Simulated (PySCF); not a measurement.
Work out the structure from these simulated measurements.

Elements present: B, C, F, H and O. Monoisotopic mass: 90.0288 u.

| Item | Value |
| --- | --- |
| UV, strongest line | among the 10 lowest singlet transitions: S2 at 6.84 eV (181 nm, f = 0.252) [TDDFT PBE0/def2-SVPD] |
| Rotational structure | rotational constants A, B, C: 8.003, 2.519, 1.917 GHz [PBE0-D3(BJ)/def2-SVP] |
| 13C NMR | chemical shifts (computed TMS as zero) by class: 160.1 (1 C), 107.7 (1 C) ppm [GIAO CAM-B3LYP/pcSseg-2] |
| 1H NMR | chemical shifts (computed TMS as zero) by class: 6.58 (1 H), 5.62 (1 H), 4.68 (1 H), 3.65 (1 H) ppm [GIAO CAM-B3LYP/pcSseg-2] |
| Valence photoelectron | vertical ionisation energy: 9.61 eV [ΔSCF PBE0/def2-SVPD] |
| UV, first state | lowest singlet excitation: 6.32 eV (196 nm, f = 0.009) [TDDFT PBE0/def2-SVPD] |
| Dipole | 1.36 D [PBE0/def2-SVPD] |

Gas-phase values; electronic properties from PySCF, density fitting. Levels stand in brackets. The structure is a single PBE0-D3(BJ)/def2-SVP conformer in the gas phase; no vibrational or solvent corrections. NMR values are class means; diastereotopic atoms form classes of their own.

Q: Which formula fits the mass and the elements?

A: C2H4BFO2 (calculated 90.0288). No other formula that holds each of these elements comes within 0.0003 u with a fitting electron parity and a possible valence count.

Q: What is the compound? Reason from the data.

A: Numbering: `[CH2:1]=[CH:2][O:3][B:4]([OH:5])[F:6]`. 2 carbons fall into 2 classes; from least to most shielded: vinylic carbon bearing oxygen [C2] (160.1 ppm), terminal =CH2 carbon [C1] (107.7 ppm). Hydrogen classes from least to most shielded: 1 H on a vinylic carbon bearing oxygen, C2 (6.58 ppm), 1 H on a terminal =CH2 carbon, C1 (5.62 ppm), 1 H on a terminal =CH2 carbon, C1 (4.68 ppm), 1 H on a boron-bound oxygen, O5 (3.65 ppm). The first electron is taken from the HOMO, whose largest Löwdin shares are 0.39 on the terminal =CH2 carbon, 0.30 on the vinylic carbon bearing oxygen and 0.18 on a boron-bound oxygen. By its constants the optimised geometry is an asymmetric top. Structure: `C=COB(O)F`. Computed isomers that give other values at the same levels: `C=C(F)B(O)O` (rotational constant A: 5.259 GHz; this holds for the one conformer computed); `FB1OCCO1` (smallest rotational constant: 2.451 GHz; this holds for the one conformer computed). The assignments are read from this structure; whether some other isomer fits the data as well wasn't checked.

Conformer computed: `[CH2:1]=[CH:2][O:3][B:4]([OH:5])[F:6]`: C1–C2–O3–B4 -3°, C2–O3–B4–O5 0°, H–O5–B4–O3 180°.
